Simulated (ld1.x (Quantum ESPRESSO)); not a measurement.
# Ranking TM potentials for mercury (Hg)

All share these settings but for the change named:

ld1.x (Quantum ESPRESSO) 7.5 input, shortened:

```
&input
   title='Hg', zed=80., rel=0, dft='PZ', iswitch=3,
   config='[Xe] 4f14 5d10 5f-2 6s1.5 6p0.5'
 /
 &inputp
   pseudotype=2, tm=.true., lloc=2,
   nlcc=.false.
 /
4
5S  1  0   2.00   0.00  1.20  1.20  0.0
5P  2  1   6.00   0.00  1.65  1.65  0.0
5F  4  3  -2.00   0.15  1.65  1.65  0.0
5D  3  2  10.00   0.00  2.05  2.05  0.0
 &test
   configts(1)='5s2 5p6 5d10 6s1.5 6p0.5'
 /
```

Occupied shells without a wave of their own: 6p, 6s. They enter only through the test configuration that unscreens the potential.

Test errors are all-electron minus pseudo excitation energies from the reference, over 5s2 5p6 5d10 6s2 6p0; 5s2 5p6 5d10 6s1 6p0; 5s2 5p6 5d10 6s0 6p0; 5s2 5p5 5d10 6s2 6p0; 5s2 5p6 5d9 6s0 6p0; 5s1 5p6 5d10 6s2 6p0; 5s2 5p6 5d10 6s0 6p2. None of these files shows a bound ghost.

The base gives 142.8 meV.

Of 10 variants that were run, those that failed, showed a ghost or another fault, or gave nearly equal values are left out.

A variant can come out equal or close to the base, since the largest error may sit in a test that the change hardly touches while other tests move.

(1) Rank these variants by their largest absolute test error, smallest first.
A. wave 5s (bound): rc 1.20 bohr becomes 5s (bound): rc 1.40 bohr
B. wave 5d (bound): rc 2.05 bohr becomes 5d (bound): rc 2.72 bohr
C. functional PBE

Answers

(1) C (137.8 meV), A (582.0 meV), B (772.1 meV).
